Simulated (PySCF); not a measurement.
## Substituent chemical shifts

Parent skeleton `[SiH3:1][N:2]([SiH3:3])[SiH3:4]`; one hydrogen on atom 1 is replaced by X. Hydrogens on one atom are averaged.

[PySCF: GFN2-xTB structure; NMR shieldings at PBE0/pcSseg-1/GIAO; isolated molecule; one averaged value for each set of equivalent atoms; one conformer; non-relativistic Hamiltonian]

δ = σ(ref) − σ, references computed at the same level: TMS for ²⁹Si, ¹H; NH3 for ¹⁵N.

Parent (X = H): Si1 -42.9, N2 -8.1, Si3/Si4 -42.9, H(Si1) 4.82, H(Si3)/H(Si4) 4.82 ppm. Effects are Δδ = δ(X) − δ(H), positive for deshielding.

Question: Give Δδ (ppm) for X = C(S)CH3, OCOCH3, COOH, SSiH3, tBu.

Answer: 
| X | SMILES | Si1 | N2 | Si3/Si4 | H(Si1) | H(Si3)/H(Si4) |
| --- | --- | --- | --- | --- | --- | --- |
| C(S)CH3 | CC(=S)[SiH2]N([SiH3])[SiH3] | +7.9 | +5.6 | -6.0 | +0.14 | -0.05 |
| OCOCH3 | CC(=O)O[SiH2]N([SiH3])[SiH3] | +20.2 | +4.6 | -6.1 | +0.53 | -0.02 |
| COOH | O=C(O)[SiH2]N([SiH3])[SiH3] | -12.1 | -16.6 | -6.7 | +0.21 | +0.03 |
| SSiH3 | [SiH3]S[SiH2]N([SiH3])[SiH3] | +25.6 | +8.8 | -3.4 | +0.56 | +0.07 |
| tBu | CC(C)(C)[SiH2]N([SiH3])[SiH3] | +41.4 | +7.1 | -2.0 | -0.12 | +0.04 |

Question: Which position responds most, and to which substituents?

Answer: Si1: from -12.1 ppm with COOH to +41.4 ppm with tBu.

Experimental scales use liquid or dissolved standards, which lie at an offset from isolated NH3 (liquid NH3: subtract about 20 ppm).
